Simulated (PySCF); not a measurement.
C2H10Si2.
Numbering: `[CH3:1][SiH2:2][SiH2:3][CH3:4]` (hydrogens: H5, H6, H7 on C1; H8, H9 on Si2; H10, H11 on Si3; H12, H13, H14 on C4)

Computed, not measured: PBE0-D3(BJ)/def2-SVP geometry optimisation, gas phase in PySCF.

Problem. List the bond lengths, angles and torsions at this level.

Solution. 
```csv
bond,length (pm),order
"C1–Si2, Si3–C4",188.6,single
Si2–Si3,234.7,single
C1–H5 and 5 like bonds,110.1,single
Si2–H8 and 3 like bonds,150.0,single
```

Bonds in one row agree within 1 pm and their mean is given. Orders are formal, as drawn. A selection of angles:
```csv
angle,degrees
Si2–C1–H5,110.6
H5–C1–H6,108.1
C1–Si2–Si3,112.2
C1–Si2–H8,110.1
Si3–Si2–H8,108.9
H8–Si2–H9,106.9
```

Torsions: C1–Si2–Si3–C4 -177° (antiperiplanar). The mirror-image conformer, all signs reversed, is as good.

Si2 (SiH2 silicon) is tetrahedral (angles from 106.9° to 112.2°).

Point group: near C2h, missed by 0.11 Å at most; the miss may be what the optimiser left on a soft mode (C2 holds within 0.08 Å). Whether it is a minimum is left open (no frequencies). The numbers are those of one conformer.

The run took 23 s of wall time on Arm Neoverse V1, one thread, on a shared host, and the process peaked at 0.45 GiB of memory. This is the geometry optimisation.
